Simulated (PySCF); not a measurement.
Molecule: `CBC/C=C/C`, C$_{5}$H$_{11}$B.

Bonds (- single, = double, # triple, : aromatic): C1-B2, B2-C3, C3-C4, C4=C5, C5-C6. C1 carries H7, H8, H9; B2 carries H10; C3 carries H11, H12; C4 carries H13; C5 carries H14; C6 carries H15, H16, H17. Stereochemistry as in CBC/C=C/C.

Geometry PBE0-D3(BJ)/def2-SVP throughout; GIAO in PySCF 2.14, gas phase, one conformer, non-relativistic; equivalent atoms averaged; functional PBE0.

For orientation, 6-31G* gives these shifts δ (against TMS, BF3·OEt2 at the same level): C4 125.2, C5 118.2, C3 40.9, C6 19.8, C1 14.0, B2 77.1, H14 5.36, H15/H16/H17 1.61, H7/H8/H9 1.00 ppm.

A run gave: C4 130.0, C5 122.5, C3 41.6, C6 19.1, C1 13.8, B2 80.5, H14 5.24, H15/H16/H17 1.54, H7/H8/H9 0.99 ppm (shifts δ (against TMS, BF3·OEt2 at the same level)).

Task: Which basis set was used in that run?
A. 6-311+G(2d,p)
B. 6-31G
C. STO-3G
D. def2-TZVP
E. def2-SVP

Result: E. H14 tells them apart best: def2-SVP gives 5.24, 6-31G gives 5.65, 6-311+G(2d,p) gives 5.57, STO-3G gives 4.82, def2-TZVP gives 5.57 ppm.
